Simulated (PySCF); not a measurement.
A geometry optimisation on `C=C[Si@@H](C)P[SiH3]`.

Computed with PBE0-D3(BJ)/def2-SVP geometry optimisation, gas phase (PySCF 2.14.0). Start geometry: GFN2-xTB. A driver script takes a list of jobs; this job's settings line and coordinates (Å) are shown.

Input:
```
{"job": {"xc": "PBE0", "basis": "def2-SVP", "d3": "d3bj", "grid": 1, "kind": "geom"}, "charge": 0, "multiplicity": 1}
C     -2.949338    -0.982995     0.314530
C     -2.047754    -0.039817     0.535278
Si    -0.389670     0.105264    -0.354351
C     -0.175454     1.814325    -1.163197
P      1.172722    -0.054836     1.258937
Si     2.983164    -0.652657     0.111017
H     -3.874389    -1.044949     0.867823
H     -2.802907    -1.740533    -0.438094
H     -2.247674     0.690976     1.310687
H     -0.290064    -0.947953    -1.383167
H     -0.185881     2.601706    -0.414757
H      0.771231     1.876865    -1.691948
H     -0.969504     2.018230    -1.874221
H      0.823521    -1.337150     1.634325
H      3.921391    -1.244734     1.063703
H      3.539588     0.567083    -0.472990
H      2.714022    -1.616794    -0.960532
```

Output:
```
step   0  E = -1040.38589234  max force = 0.021097
step   1  E = -1040.39046896  max force = 0.003985
step   2  E = -1040.39069899  max force = 0.000952
step   3  E = -1040.39076489  max force = 0.001111
step   4  E = -1040.39079708  max force = 0.000731
step   5  E = -1040.39081527  max force = 0.000442
step   6  E = -1040.39082584  max force = 0.000572
step   7  E = -1040.39083294  max force = 0.000432
optimisation converged
```

Energies in Eh; «max force» is the largest Cartesian gradient component in Eh/bohr.

**Question.** Give the first gradient maximum in eV/Å.

**Answer.** With 1 Eh/bohr = 51.422 eV/Å, 1.085 eV/Å.

**Question.** How much energy does the optimisation release, in kcal/mol?

**Answer.** E(step 0) − E(last step) = 0.004941 Eh, which is 3.1 kcal/mol.

Main results: final energy -1040.39083 Eh after 7 steps; dipole 1.27 D.

Time: 78 s wall. Hardware: an Arm Neoverse V1 with one thread, on a shared host.
Labels such as C1 count atoms from 1, the log's own numbers from 0.
